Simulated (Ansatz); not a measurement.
Cost and result for the atomization energy of C5H14AlN (`C[CH2][Al]([NH2])[CH](C)C`) (21 atoms, 20 bonds).

Cartesian coordinates in Å:
```
C -1.955 -0.280 2.396
C -1.148 -0.764 1.191
Al 0.021 0.575 0.355
N 0.080 2.194 1.082
C 1.103 0.196 -1.251
C 1.987 -1.038 -1.060
C 0.214 0.025 -2.485
H -2.615 0.551 2.132
H -2.585 -1.068 2.821
H -1.303 0.076 3.200
H -0.530 -1.626 1.476
H -1.824 -1.157 0.420
H 0.643 2.959 0.748
H -0.448 2.484 1.889
H 1.757 1.061 -1.423
H 1.389 -1.931 -0.849
H 2.572 -1.256 -1.963
H 2.696 -0.920 -0.235
H -0.377 0.920 -2.701
H -0.488 -0.807 -2.364
H 0.809 -0.194 -3.380
```

Total charge 0; spin multiplicity 1. All single points use the PBE0-D4/def2-TZVP geometry. It is one conformer, not always the lowest. Program: Ansatz. All runs use 3 threads of an AMD EPYC 7R13 on a shared host and a share of an NVIDIA H100 80 GB. Times are those of one run each, without the atoms' runs, and a repeat can differ threefold. Electronic energies, without spin–orbit coupling; frozen cores. CCSD(T)/CBS adds CCSD(T) − MP2 in def2-TZVPP to the MP2 limit, and its time is that of the two runs behind it. T1 = 0.010. B3LYP takes the VWN-RPA correlation (the form of Gaussian; ORCA's B3LYP/G).

CCSD(T)/CBS is a level of theory with its own doubt, some kJ/mol a heavy atom from the limit and from the frozen cores, so smaller differences don't rank the functionals.

```
                            level  functions  wall time
           LDA (SPW92)/def2-TZVPP        424        8 s
             revPBE-D4/def2-TZVPP        424      9.5 s
                 CCSD(T)/def2-SVP        172       12 s
                   MP2/def2-QZVPP        832       13 s
               BLYP-D4/def2-TZVPP        424       14 s
                B2PLYP/def2-TZVPP        424       16 s
B3LYP-D4/def2-TZVPP (with forces)        424       19 s
            r2SCANh-D4/def2-TZVPP        424       23 s
              BHLYP-D4/def2-TZVPP        424       24 s
               PBE0-D4/def2-TZVPP        424       31 s
               CCSD(T)/def2-TZVPP        424       31 s
 ωB97M-V/def2-TZVPP (with forces)        424       35 s
                CCSD(T)/CBS(def2)          –       44 s
```

Problem. What atomization energy does each give, and how far from CCSD(T)/CBS? (Estimate.)

Solution. Ansatz gave: 
```json
{"level": "LDA (SPW92)/def2-TZVPP", "atomization (kJ/mol)": "8983.7", "difference from CCSD(T)/CBS": "1015.6", "per bond": "50.8"}
{"level": "revPBE-D4/def2-TZVPP", "atomization (kJ/mol)": "7918.2", "difference from CCSD(T)/CBS": "-49.9", "per bond": "-2.5"}
{"level": "CCSD(T)/def2-SVP", "atomization (kJ/mol)": "7611.5", "difference from CCSD(T)/CBS": "-356.6", "per bond": "-17.8"}
{"level": "MP2/def2-QZVPP", "atomization (kJ/mol)": "7959.2", "difference from CCSD(T)/CBS": "-8.9", "per bond": "-0.4"}
{"level": "BLYP-D4/def2-TZVPP", "atomization (kJ/mol)": "7932.9", "difference from CCSD(T)/CBS": "-35.2", "per bond": "-1.8"}
{"level": "B2PLYP/def2-TZVPP", "atomization (kJ/mol)": "7889.4", "difference from CCSD(T)/CBS": "-78.7", "per bond": "-3.9"}
{"level": "B3LYP-D4/def2-TZVPP (with forces)", "atomization (kJ/mol)": "7979.1", "difference from CCSD(T)/CBS": "11.0", "per bond": "0.5"}
{"level": "r2SCANh-D4/def2-TZVPP", "atomization (kJ/mol)": "7946.1", "difference from CCSD(T)/CBS": "-22.0", "per bond": "-1.1"}
{"level": "BHLYP-D4/def2-TZVPP", "atomization (kJ/mol)": "7806.5", "difference from CCSD(T)/CBS": "-161.6", "per bond": "-8.1"}
{"level": "PBE0-D4/def2-TZVPP", "atomization (kJ/mol)": "7995.1", "difference from CCSD(T)/CBS": "27.0", "per bond": "1.4"}
{"level": "CCSD(T)/def2-TZVPP", "atomization (kJ/mol)": "7787.1", "difference from CCSD(T)/CBS": "-181.0", "per bond": "-9.0"}
{"level": "ωB97M-V/def2-TZVPP (with forces)", "atomization (kJ/mol)": "7991.3", "difference from CCSD(T)/CBS": "23.2", "per bond": "1.2"}
{"level": "CCSD(T)/CBS(def2)", "atomization (kJ/mol)": "7968.1", "difference from CCSD(T)/CBS": "0.0", "per bond": "0.0"}
```

From PBE to PBE0 (25 % exact exchange), in def2-TZVPP and without D4, the atomization energy moves by −82.9 kJ/mol: exact exchange takes away binding that semilocal exchange gives to molecules. In def2-TZVPP, CCSD(T) changes the Hartree–Fock value by +1831.2 kJ/mol (the triples alone add +93.3 kJ/mol) and MP2 by +1896.4 kJ/mol; breaking electron pairs costs correlation energy, which Hartree–Fock lacks. The D4 term adds +67.3 kJ/mol with B3LYP and +36.5 kJ/mol with PBE0; it sums over pairs of atoms, weighted by their polarisabilities, and B3LYP, whose exchange is more repulsive, gets the larger term.
